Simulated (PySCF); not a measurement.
# Cd (cadmium, neutral) across methods

[Kr] 4d9 5s2 6s1, high-spin 3D determinant (an excited configuration). All numbers are calculated (PySCF 2.14, scalar relativity through the core potential, in aug-cc-pVDZ-PP with ECP28MDF (5s5p4d2f, 54 functions)).

```csv
method,E (hartree),mean ε 5s α (eV),mean ε 5s β (eV),mean ε 6s α (eV),Σ⟨r²⟩ (bohr²),⟨S²⟩
revPBE,-167.2398,-11.108,-10.829,-1.797,110.2,2.000
HSE06,-167.1718,-11.691,-11.389,-1.783,110.4,2.001
LDA,-166.8795,-11.622,-11.351,-1.759,109.4,2.000
MN15,-166.8130,-13.137,-12.733,-1.553,109.2,2.001
UHF,-166.32175,-13.472,-13.025,-2.482,112.0,2.002
PBE,-167.1867,-11.241,-10.948,-1.789,110.0,2.000
PBE0,-167.1733,-12.008,-11.692,-2.038,110.4,2.001
r2SCAN,-167.2271,-11.331,-11.211,-1.769,109.9,2.001
```

Energies and moments cover only the electrons outside the core potential. The outer electron is Rydberg-like, and this basis confines it to a smaller radius and binds it less than a complete one would.
